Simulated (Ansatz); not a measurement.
Relaxation of BClFH4N (8 atoms, charge 0, multiplicity 1), to a largest force component of 0.03 eV/Å in at most 50 steps.

Computed with RKS PBE0/def2-SVP (Ansatz).

```xyz
8
Properties=species:S:1:pos:R:3
B 0.061 -0.128 -0.136
F 0.015 -0.525 1.142
N 1.275 -0.171 -0.814
H 2.146 -0.430 -0.369
H 1.368 0.144 -1.769
H -0.967 0.181 -0.685
Cl 0.152 2.599 1.265
H 0.011 1.445 1.918
```

Where does it end, and by what steps?

It converged. After 11 steps the energy has fallen by 0.098 eV; Cl7 moved furthest, 0.67 Å.

```csv
step,energy less start (eV),largest force component (eV/Å),accepted
0,0.0000,1.048,yes
1,-0.0419,0.962,yes
2,-0.0387,1.449,no
3,-0.0696,0.638,yes
4,-0.0834,0.331,yes
5,-0.0904,0.243,yes
6,-0.0821,0.558,no
7,-0.0938,0.073,yes
8,-0.0970,0.088,yes
9,-0.0974,0.075,yes
10,-0.0978,0.037,yes
11,-0.0979,0.014,yes
```

```xyz
8
Properties=species:S:1:pos:R:3
B 0.067 -0.172 -0.252
F 0.040 -0.260 1.097
N 1.290 -0.259 -0.901
H 2.167 -0.370 -0.407
H 1.377 -0.187 -1.904
H -0.974 -0.028 -0.840
Cl 0.102 2.838 1.884
H -0.007 1.551 1.874
```

Time of the run: 39 s on 1 thread of Arm Neoverse V1 (shared host), peak memory 0.15 GiB.
